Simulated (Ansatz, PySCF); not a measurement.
Positional isomers: butadiene methyl+boryl. Gas-phase values, no solvent. One relaxed conformer stands for each flexible species; it need not be the lowest. Strings in code marks are SMILES. Quantity: electronic energy of isomers of C5H9B relative to `B/C=C/C=C/C` (H–B–C–C torsion 0°, C–C–C–C torsion -180°). Level 1: PBE-D3(BJ)/def2-TZVP // CAM-B3LYP-D3(BJ)/def2-TZVP (PySCF). Level 2: frozen-core CCSD(T)/cc-pVTZ // CAM-B3LYP-D3(BJ)/def2-TZVP (Ansatz, a quantum-chemistry and plane-wave program).

```
case                                                           level 1 (kcal/mol)  level 2 (kcal/mol)
-------------------------------------------------------------  ------------------  ------------------
`B/C=C/C=C\C` (H–B–C–C torsion 180°, C–C–C–C torsion 180°)                    1.4                 1.4
`B/C=C/C(=C)C` (H–B–C–C torsion -180°, C–C–C–C torsion 180°)                  1.6                 0.1
`B/C=C(\C)C=C` (H–B–C–C torsion 0°, C–C–C–C torsion -180°)                    2.7                 1.6
`B/C(C)=C/C=C` (H–B–C–C torsion -180°, C–C–C–C torsion -180°)                 3.9                 2.9
`B/C(C)=C\C=C` (H–B–C–C torsion -180°, C–C–C–C torsion 180°)                  4.8            withheld
`B/C(C=C)=C/C` (H–B–C–C torsion -180°, C–C–C–C torsion 180°)                  6.1                 4.4
`BC(=C)/C=C/C` (H–B–C–C torsion 0°, C–C–C–C torsion -180°)                    6.5                 4.3
```

Problem. Fit level 2 = a + b·x to the 6 complete rows by least squares, with x = level 1 in kcal/mol. Give a, b and the rms residual, and predict the withheld value.

Solution. Means of the 6 rows: x̄ = 3.7, ȳ = 2.45 kcal/mol. Σ(x − x̄)² = 24.34 and Σ(x − x̄)(y − ȳ) = 18.15, so b = 0.746 and a = ȳ − b·x̄ = -0.31 kcal/mol. The rms residual is 0.45 kcal/mol. At x = 4.8 the line gives 3.3 kcal/mol. The run for `B/C(C)=C\C=C` (H–B–C–C torsion -180°, C–C–C–C torsion 180°) gave 4.0 kcal/mol, so the line is off by 0.7 kcal/mol, within twice the rms residual.

Codes: Ansatz, PySCF.
